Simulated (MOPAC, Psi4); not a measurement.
Two rigid molecules brought together: C2H6 ··· COS (SMILES CC and O=C=S). Monomers: optimised at B3LYP-D3(BJ) (def2-TZVP), held rigid. Orientation: lowest of the rigid-body minima from ten starts at GFN2-xTB. Only R, the distance of the centres of mass, is varied, so the lowest point isn't the relaxed dimer.

PM7, restricted, heats of formation (MOPAC); SAPT0/jun-cc-pVDZ, frozen core (Psi4).

Interaction energies in kJ/mol:

```tsv
R / Å	PM7
3.05	13.08
3.19	6.18
3.42	0.31
3.63	-2.04
3.82	-3.06
4.00	-3.53
4.30	-3.68
4.63	-3.27
5.16	-2.16
5.85	-1.14
6.82	-0.48
8.17	-0.15
```

Task: Predict the corresponding SAPT0/jun-cc-pVDZ column.

Result: 3.05: 13.24; 3.19: 5.73; 3.42: -0.45; 3.63: -2.49; 3.82: -2.96; 4.00: -2.86; 4.30: -2.31; 4.63: -1.66; 5.16: -0.93; 5.85: -0.45; 6.82: -0.18; 8.17: -0.06 (kJ/mol).
